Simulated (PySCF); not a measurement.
BGeH5O, SMILES B[O][GeH3]. Atoms are numbered in the order given.

```xyz
8

O     -0.5132     1.0546     0.0000
Ge     0.0378    -0.6646     0.0000
H     -0.5506    -1.2935     1.2695
H     -0.5506    -1.2935    -1.2695
H      1.5751    -0.6758     0.0000
B      0.2519     2.1570     0.0000
H      1.4689     2.0752     0.0000
H     -0.3067     3.2339     0.0000
```

Coordinates come from a PBE0-D3(BJ)/def2-SVP optimisation.

Level of theory: PBE/def2-TZVPD run with PySCF.

The total energy is -2179.70853 hartree and the point group comes out as Cs. The highest occupied level is -6.70 eV and the lowest empty level is -1.38 eV. The orbital gap comes out as 5.32 eV, the dipole moment comes out as 2.01 D and the quadrupole, principal values (traceless, Buckingham form, about the centre of nuclear charge) comes out as -2.16, -0.81, 2.97 D·Å. The mean static polarisability is 53.1 bohr³ (7.87 Å³) and the polarisability, principal values comes out as 45.4, 50.1, 63.9 bohr³.
